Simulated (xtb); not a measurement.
xtb input:

```bash
xtb mol.xyz --gfn 2 --sp --chrg 1 --uhf 0
```
mol.xyz:
```
2

Be    -0.00000000    -0.00000000    -1.47034744
Cl     0.00000000     0.00000000     0.34596410
```

Q: Predict the final energy.

A: -4.73072 Eh (GFN2-xTB).

This state (charge 1, singlet) is run at the relaxed geometry of the species with charge 0 and multiplicity 2.
